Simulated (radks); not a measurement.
Ionisation of neutral xenon, [Xe], to [Kr] 4d10 5s2 5p5 as the strength of local exchange is varied. All-electron calculation, Dirac Kohn-Sham, Slater X-alpha exchange (alpha = 2/3 is LDA exchange), no correlation, spin-unpolarised, spherical densities, finite nucleus; Fermi nuclear charge, rms radius 4.7859 fm. Program: a radial shooting solver on a logarithmic mesh with Libxc functionals.

| alpha | E(Xe) (hartree) | exchange (hartree) | IE (eV) | -e of the level emptied (eV) | <r> of it (bohr) |
|---|---|---|---|---|---|
| 0.624 | -7427.61067 | -164.42830 | 10.546 | 6.386 (5p3/2) | 2.404 |
| 0.667 | -7438.94976 | -176.01642 | 11.014 | 6.807 (5p3/2) | 2.379 |
| 0.807 | -7475.98259 | -213.97403 | 12.599 | 8.245 (5p3/2) | 2.303 |
| 0.977 | -7521.18701 | -260.53541 | 14.644 | 10.126 (5p3/2) | 2.221 |
| 1.002 | -7527.85653 | -267.42609 | 14.955 | 10.415 (5p3/2) | 2.210 |
| 1.029 | -7535.06588 | -274.88052 | 15.295 | 10.730 (5p3/2) | 2.198 |

NIST Atomic Spectra Database: 12.130 eV (measured). The Delta-SCF value meets it near alpha = 0.77. Spin polarisation and multiplet splitting are left out, so open shells lie too high by an amount that depends on their filling.

Beside tabulated values, note that spin-unpolarised runs miss the spin-polarisation part of the exchange energy of open shells.
